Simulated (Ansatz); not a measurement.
Gas-phase electronic energies from Ansatz, PBE0-D4/def2-TZVP geometries. CCSD(T)/CBS adds triple-zeta CCSD(T) − MP2 to the extrapolated MP2 energy (def2 sets, frozen cores). This one scheme is used for every species. Functionals use def2-TZVPP.

Consider the hydrogenolysis of the Si–B bond: `B[Si](C)(F)Cl` + H₂ → `C[SiH](F)Cl` + BH₃.

(1) Is it downhill or uphill in electronic energy at CCSD(T)/CBS, and by how much? (Estimate.)

(2) What do these levels give: ωB97M-V, CCSD/def2-TZVPP, CCSD(T)/def2-TZVPP, HF/def2-QZVPP, MP2/def2-QZVPP, MP2/CBS(def2)? (An estimate is asked.)

Largest T1 diagnostic among the species: 0.011.

Results:

(1) Ansatz gave: Downhill: ΔE = -9.3 kcal/mol.

(2) The calculation gave: ωB97M-V -9.8, CCSD/def2-TZVPP -10.9, CCSD(T)/def2-TZVPP -9.8, HF/def2-QZVPP -16.6, MP2/def2-QZVPP -9.9, MP2/CBS(def2) -9.7 kcal/mol.

In def2-TZVPP, CCSD(T) changes the Hartree–Fock value by +6.6 kcal/mol (the triples alone add +1.2 kcal/mol) and MP2 by +6.2 kcal/mol. From PBE to PBE0 (25 % exact exchange), in def2-TZVPP and without D4, ΔE moves by −2.0 kcal/mol.
